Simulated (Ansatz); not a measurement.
`CC(C)(C)[NH][Zr]([F])([F])[F]` and `CC(C)(C)[NH][InH2]` differ in one atom or group.

Ansatz, PBE0-D4/def2-TZVP geometries, multiplicity 1. Each molecule was computed in one conformer, which needn't be the lowest.

Elements past krypton have def2 core potentials.

```tsv
property	`CC(C)(C)[NH][Zr]([F])([F])[F]`
size of the dipole moment (B3LYP/def2-TZVPP) / D	3.11
HOMO–LUMO gap (PBE/def2-TZVPP) / eV	4.23
HOMO–LUMO gap (PBE0/def2-TZVPP) / eV	6.49
LUMO energy (ωB97M-V/def2-TZVPP) / eV	0.67
HOMO–LUMO gap (ωB97M-V/def2-TZVPP) / eV	10.35
HOMO–LUMO gap (B3LYP/def2-TZVPP) / eV	6.01
```

Q: Give the same properties after the change, and the shifts. (Estimate.)

A: Computed: 
```tsv
property	`CC(C)(C)[NH][InH2]`	shift
size of the dipole moment (B3LYP/def2-TZVPP) / D	0.63	-2.48
HOMO–LUMO gap (PBE/def2-TZVPP) / eV	3.43	-0.80
HOMO–LUMO gap (PBE0/def2-TZVPP) / eV	5.26	-1.23
LUMO energy (ωB97M-V/def2-TZVPP) / eV	0.27	-0.40
HOMO–LUMO gap (ωB97M-V/def2-TZVPP) / eV	8.93	-1.42
HOMO–LUMO gap (B3LYP/def2-TZVPP) / eV	4.82	-1.19
```

With PBE0 the HOMO rises by 1.01 eV and the LUMO falls by 0.20 eV, so the gap narrows by about 1.21 eV. PBE moves the HOMO by 0.84 eV and ωB97M-V by 1.02 eV. Dipoles are sizes alone; their direction can turn.

B3LYP here is the variant with VWN-RPA as its local correlation; programs differ in this.
